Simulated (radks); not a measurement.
Q: All-electron atom: Cs49+ in [He] 2s2 2p2 (the NIST ground configuration). All-electron calculation, Dirac Kohn-Sham, exchange-only PBE, spin-unpolarised, spherical densities, finite nucleus; open shells fill j = l - 1/2 first; Fermi nuclear charge, rms radius 4.8041 fm. Program: a radial shooting solver on a logarithmic mesh with Libxc functionals. Some entries of the table are withheld. Estimate them.

orbital,occ.,eigenvalue (hartree),<r> (bohr)
1s1/2,2,(1),0.02603
2s1/2,2,(2),(3)
2p1/2,2,-339.7006,(4)
2p3/2,0,-325.1796,(5)

A: 
(1) 1s1/2 eigenvalue (hartree): -1478.272
(2) 2s1/2 eigenvalue (hartree): -346.7433
(3) 2s1/2 <r> (bohr): 0.1069
(4) 2p1/2 <r> (bohr): 0.08919
(5) 2p3/2 <r> (bohr): 0.09451
